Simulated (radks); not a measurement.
Values are calculated unless marked as measured or tabulated.
Problem. These are the eigenvalues of the occupied orbitals of an atom or ion with whole-number occupations (eV). Code: a radial shooting solver on a logarithmic mesh with Libxc functionals. Model: Dirac Kohn-Sham, PBE, spin-unpolarised, spherical densities, point nucleus.

| orbital | eigenvalue |
|---|---|
| 1s1/2 | -59219.35 |
| 2s1/2 | -9985.174 |
| 2p1/2 | -9516.448 |
| 2p3/2 | -8536.185 |
| 3s1/2 | -2244.041 |
| 3p1/2 | -2038.008 |
| 3p3/2 | -1831.012 |
| 3d3/2 | -1479.952 |
| 3d5/2 | -1434.720 |
| 4s1/2 | -442.0562 |
| 4p1/2 | -359.2319 |
| 4p3/2 | -312.5161 |
| 4d3/2 | -176.3757 |
| 4d5/2 | -167.8782 |
| 5s1/2 | -53.2777 |
| 5p1/2 | -30.9843 |
| 5p3/2 | -25.2801 |
| 6s1/2 | -3.8781 |
| 4f5/2 | -3.7661 |
| 4f7/2 | -2.5705 |

Which element is it, and in what charge state? The configuration may be excited. Open shells, if any, are shared by 2j + 1.

Solution. Z = 69, thulium, charge 0: Tm in [Xe] 4f13 6s2. The list shows which subshells hold electrons but not how many an open one holds; the 1s level, -2176.3 hartree, gives Z - s = 66.0 by -(Z - s)^2/2, which with screening and relativity narrows Z to a few neighbours, and the depths of the outer levels then fix element, charge and occupations together.
